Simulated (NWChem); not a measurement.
Species: C2H4O3Si; SMILES O=C1OC[Si@@H]1O

```xyz
10

O     -1.3837    -1.8253     0.0496
C     -0.4929    -1.0255    -0.0307
O      0.8579    -1.3465     0.1588
C      1.5664    -0.0682     0.0800
Si    -0.0499     0.8449    -0.4068
O     -0.6717     2.1193     0.4813
H      2.0175     0.1810     1.0632
H      2.3722    -0.1298    -0.6796
H     -0.1618     1.2933    -1.8310
H     -0.7755     1.9740     1.4383
```
Atoms are numbered in this order, from 1.

All runs: NWChem. STO-3G and 3-21G are far too small for this property and stand as cheap habits. Coordinates come from a PBE-D3(BJ)/def2-SVP optimisation. B3LYP is NWChem's, with the RPA form of VWN correlation. Field at 589 nm.

For level B3LYP/def2-SVP:

isotropic polarisability (bohr³): 50.3
anisotropy (bohr³): 11.9

Task: Estimate the same quantities for level B3LYP/STO-3G.

Result: 
- isotropic polarisability (bohr³): 30.0
- anisotropy (bohr³): 9.8
